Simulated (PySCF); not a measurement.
Gas-phase reaction: Ge(OH)₄ + GeH₂ → Ge₂H₆ + 4 O

Computed with PySCF and rigid-rotor harmonic-oscillator thermochemistry at 1 bar. † marks an energy on the PBE0/def2-TZVP geometry and frequencies; other levels use their own. MP2 freezes the core. 6-31G* has spherical d functions here. Open shells (unrestricted): O (multiplicity 3, electronic degeneracy 9); the rest are closed-shell singlets. Spin-orbit splitting is ignored; it lowers the true energy and changes the entropy of O. B3LYP is the form with VWN-RPA correlation. Ge: all electrons, no relativistic terms. Ge(OH)₄, GeH₂: computed as isolated molecules; such fragments, hydroxides, amides, oligomers or adducts are transient or little studied in the gas. MP2 isn't extrapolated to the basis-set limit; its ΔH°(298 K) is 1805.4 kJ in def2-SVP and 1962.8 kJ in def2-TZVPP. The harmonic model lacks anharmonicity and excited electronic states, which grow with temperature; levels with a mode under 35 cm⁻¹ are left out. Internal rotation in Ge(OH)₄, Ge₂H₆ is treated as a harmonic vibration of one conformer, which makes the entropy rough.

```tsv
level	ΔE electronic, kJ	ΔH°(298 K), kJ	ΔS°(298 K), J/K	ΔG°(2000 K), kJ
B3LYP/def2-TZVP†	1874	1828	374	1057
HF/6-31G*	934	885	378	106
HF/def2-TZVP†	1074	1029	374	258
M06-2X/def2-TZVP†	1998	1952	374	1181
MP2/def2-SVP†	1851	1805	374	1034
MP2/def2-TZVPP†	2008	1963	374	1192
PBE/def2-TZVP†	1996	1950	374	1179
r2SCAN/def2-TZVP†	1900	1855	374	1084
ωB97X-V/def2-TZVP†	1901	1856	374	1085
```
ΔH° is lowest at HF/6-31G* and highest at MP2/def2-TZVPP†. No reference value is set beside these.
